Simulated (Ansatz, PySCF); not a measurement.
C2H8BeN2, SMILES [NH2][Be][N](C)C. Atoms are numbered in the order given.

```xyz
13

Be    -0.0018    -1.0158     0.0000
N     -0.0051    -2.5175     0.0000
H     -0.0065    -3.1072     0.8251
H     -0.0065    -3.1072    -0.8251
N      0.0016     0.4914     0.0000
C      1.2037     1.2836     0.0000
C     -1.1968     1.2892     0.0000
H      1.2699     1.9428    -0.8898
H      1.2699     1.9428     0.8898
H      2.0989     0.6417     0.0000
H     -1.2599     1.9487     0.8898
H     -1.2599     1.9487    -0.8898
H     -2.0950     0.6516     0.0000
```

Coordinates come from a PBE0-D3(BJ)/def2-SVP optimisation. One conformer was computed; it need not be the lowest.

Two levels are set side by side: PBE-D3(BJ)/def2-SVP (Ansatz, an electronic-structure program) and PBE0-D3(BJ)/def2-SVP (Ansatz). Each level has its own optimised geometry; the coordinates shown are those of the second. Frequencies come from the Hessian of PySCF at each geometry. Differences are taken from unrounded values.

```json
[
 {"quantity": "mean bond length (Å)", "PBE0-D3(BJ)": "1.213"},
 {"quantity": "bond Be1–N2 (Å)", "PBE0-D3(BJ)": "1.502"},
 {"quantity": "bond Be1–N5 (Å)", "PBE0-D3(BJ)": "1.507"},
 {"quantity": "bond N5–C6 (Å)", "PBE0-D3(BJ)": "1.440"},
 {"quantity": "bond N5–C7 (Å)", "PBE0-D3(BJ)": "1.440"},
 {"quantity": "bond N2–H3 (Å)", "PBE0-D3(BJ)": "1.014"},
 {"quantity": "bond N2–H4 (Å)", "PBE0-D3(BJ)": "1.014"},
 {"quantity": "bond C6–H8 (Å)", "PBE0-D3(BJ)": "1.109"},
 {"quantity": "bond C6–H9 (Å)", "PBE0-D3(BJ)": "1.109"},
 {"quantity": "bond C6–H10 (Å)", "PBE0-D3(BJ)": "1.102"},
 {"quantity": "bond C7–H11 (Å)", "PBE0-D3(BJ)": "1.109"},
 {"quantity": "bond C7–H12 (Å)", "PBE0-D3(BJ)": "1.109"},
 {"quantity": "bond C7–H13 (Å)", "PBE0-D3(BJ)": "1.102"},
 {"quantity": "highest harmonic wavenumber (cm⁻¹)", "PBE0-D3(BJ)": "3704"},
 {"quantity": "mean harmonic wavenumber (cm⁻¹)", "PBE0-D3(BJ)": "1464"},
 {"quantity": "zero-point energy (kcal/mol)", "PBE0-D3(BJ)": "69.07"}
]
```

Q: What does PBE-D3(BJ) give, and how far is it from PBE0-D3(BJ)? (An estimate is asked for; the answer gives what the named calculation found.)

A: 
| quantity | PBE-D3(BJ) | PBE-D3(BJ) minus PBE0-D3(BJ) |
|---|---|---|
| mean bond length (Å) | 1.222 | 0.009 |
| bond Be1–N2 (Å) | 1.508 | 0.006 |
| bond Be1–N5 (Å) | 1.515 | 0.008 |
| bond N5–C6 (Å) | 1.450 | 0.010 |
| bond N5–C7 (Å) | 1.450 | 0.010 |
| bond N2–H3 (Å) | 1.023 | 0.009 |
| bond N2–H4 (Å) | 1.023 | 0.009 |
| bond C6–H8 (Å) | 1.118 | 0.009 |
| bond C6–H9 (Å) | 1.118 | 0.009 |
| bond C6–H10 (Å) | 1.110 | 0.008 |
| bond C7–H11 (Å) | 1.118 | 0.009 |
| bond C7–H12 (Å) | 1.118 | 0.009 |
| bond C7–H13 (Å) | 1.110 | 0.008 |
| highest harmonic wavenumber (cm⁻¹) | 3584 | -120 |
| mean harmonic wavenumber (cm⁻¹) | 1417 | -48 |
| zero-point energy (kcal/mol) | 66.83 | -2.24 |

Exact exchange shortens and stiffens bonds; PBE has none. Differences between two approximate levels are no errors against the true value.
